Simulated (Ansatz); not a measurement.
Relaxation of CH7AlBNO (12 atoms, charge 0, multiplicity 1), to a largest force component of 0.015 eV/Å in at most 40 steps.

Method: RKS PBE-D4/STO-3G (Ansatz 0.2.0).

```xyz
12
Properties=species:S:1:pos:R:3
B -0.412 -0.434 1.593
C 0.335 0.226 0.350
N 1.678 -0.269 0.325
Al -0.536 -0.284 -1.335
O -1.304 0.992 -2.448
H -0.563 -1.545 1.698
H -0.915 0.325 2.396
H 0.374 1.355 0.423
H 2.148 -0.080 1.220
H 1.651 -1.362 0.309
H -0.787 -1.837 -1.685
H -2.206 1.150 -2.074
```

Problem. Where does it end, and by what steps?

Solution. The run converged. Limits of this set-up: minimal basis. After 23 steps the energy has fallen by 2.759 eV; H12 moved furthest, 1.68 Å. Joined: B1–Al4, N3–Al4.

```csv
step,energy less start (eV),largest force component (eV/Å),accepted
0,0.0000,4.341,yes
1,-0.7154,2.130,yes
2,-1.0134,1.629,yes
3,-1.2278,1.312,yes
4,-1.3820,2.003,yes
5,-1.5753,0.860,yes
6,-1.6634,0.428,yes
7,-1.7395,0.519,yes
8,-1.7815,1.116,yes
9,-1.8301,1.601,yes
10,-1.9477,1.320,yes
11,-2.1681,0.530,yes
12,-2.3765,0.684,yes
13,-2.5368,0.698,yes
14,-2.6148,0.873,yes
15,-2.7059,0.282,yes
16,-2.7327,0.364,yes
17,-2.7449,0.332,yes
18,-2.7562,0.094,yes
19,-2.7576,0.041,yes
20,-2.7583,0.034,yes
21,-2.7586,0.023,yes
22,-2.7586,0.024,no
23,-2.7586,0.010,yes
```

```xyz
12
Properties=species:S:1:pos:R:3
B -0.746 -0.525 1.578
C 0.142 0.327 0.805
N 1.239 -0.289 -0.111
Al -0.510 -0.521 -0.939
O -0.853 0.631 -2.176
H -0.573 -1.688 1.638
H -1.668 -0.042 2.122
H 0.175 1.429 0.751
H 1.981 0.422 -0.360
H 1.728 -1.086 0.386
H -0.847 -1.965 -1.158
H -0.606 1.545 -1.763
```

Run time: 52 s on 1 thread of Intel(R) Xeon(R) Platinum 8488C (Sapphire Rapids), with other jobs on the host, peak memory 0.19 GiB.
